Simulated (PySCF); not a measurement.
Species: cyclopropyl cyanosilane, C₄H₇NSi.
Numbering: `[N:1]#[C:2][SiH2:3][CH:4]1[CH2:5][CH2:6]1`

Structure used (GFN2-xTB), in Å, numbered top down from 1:
```xyz
13
C4H7NSi angstrom
N      2.031    2.077    1.048
C      1.827    1.108    0.472
Si     1.465   -0.472   -0.460
C     -0.401   -0.696   -0.385
C     -1.321    0.496   -0.424
C     -1.178   -0.284    0.839
H      1.940   -0.267   -1.831
H      2.179   -1.541    0.243
H     -0.778   -1.580   -0.889
H     -2.242    0.411   -0.982
H     -0.884    1.483   -0.462
H     -0.642    0.173    1.658
H     -1.999   -0.910    1.155
```

Probes without a nucleus sit at each ring's centroid and 1 Å off its mean plane on both sides; NICS is minus the shielding there, NICSzz its component along the normal. Level: GIAO PBE0/pcSseg-1 (PySCF, non-relativistic, gas phase) on the GFN2-xTB geometry, one conformer.

Ring bond lengths (Å), with Mayer bond orders in brackets: C4–C5 1.506 (0.95), C5–C6 1.491 (0.97), C6–C4 1.506 (0.95).

Q: Give the NICS values of each ring in ppm.

A: 
| ring | type | NICS(0) | NICS(1), two faces | NICS(1)zz, two faces | rms pucker (Å) | centre to ring atoms, mean (Å) |
| --- | --- | --- | --- | --- | --- | --- |
| C4–C5–C6 | 3-membered carbocycle; formal bonds all single | -45.7 | -8.1 / -9.5 | -24.0 / -26.3 | 0.00 | 0.87 |

Q: What do they say, and how far can they be read as aromaticity?

A: 
- C4–C5–C6: mean NICS(1)zz -25.1 ppm, shielded. C4, C5, C6 have four or more neighbours, and the NICS criterion for π rings isn't applied. NICS(0) lies 37 ppm below the mean NICS(1).

Q: What is the mean of the two in-plane components of NICS at the first NICS(1) probe listed for ring C4–C5–C6, 1 Å off the ring?

A: The isotropic value is a third of the trace: (3 × -8.1 − (-24.0))/2 = -0.1 ppm.

Q: How shielded are the nuclei of the rings and their hydrogens (means over atoms taken as equivalent)?

A: 
```tsv
atoms	environment	σ isotropic (ppm)
C4	sp3 carbon bound to silicon	194.6
C5 (×2)	three-membered-ring carbon	182.9
H9	methine hydrogen	31.96
H10 (×2)	methylene hydrogen	30.88
H11 (×2)	methylene hydrogen	31.02
```

The run took 14 s of wall time on Arm Neoverse V2, one thread, shared host. This is the whole shielding run at PBE0/pcSseg-1, SCF included.
